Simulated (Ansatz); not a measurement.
Program: Ansatz. Geometries: PBE0-D4/def2-TZVP. ΔE: electronic, gas phase. CCSD(T)/CBS adds triple-zeta CCSD(T) − MP2 to the extrapolated MP2 energy (def2 sets, frozen cores). This one scheme is used for every species. DFT in def2-TZVPP. B3LYP here is the variant with VWN-RPA as its local correlation; programs differ in this. Elements past krypton have def2 core potentials. For Sn outer-core shells are correlated without core-valence functions, which leaves a few kJ/mol of doubt a bond. Each species was taken in one conformer, which may not be the lowest.

`[BH2][SnH2][CH2]F` + HCl → `F[CH2][SnH2][Cl]` + BH₃  (cleavage of the Sn–B bond)

Question: Is it downhill or uphill in electronic energy at CCSD(T)/CBS, and by how much? (Best estimate.)

Answer: Ansatz gave: Downhill: ΔE = -1.03 eV.

Question: What do these levels give: r2SCAN-D4, PBE0-D4, B3LYP-D4, r2SCAN, MP2/def2-TZVPP, HF/def2-QZVPP? (An estimate is asked.)

Answer: The calculation gave: r2SCAN-D4 -1.05, PBE0-D4 -1.00, B3LYP-D4 -1.08, r2SCAN -1.05, MP2/def2-TZVPP -1.02, HF/def2-QZVPP -1.28 eV.

Largest T1 diagnostic among the species: 0.013.

In def2-TZVPP, CCSD(T) changes the Hartree–Fock value by +0.31 eV (the triples alone add +0.01 eV) and MP2 by +0.24 eV. From PBE to PBE0 (25 % exact exchange), in def2-TZVPP and without D4, ΔE moves by −0.04 eV.
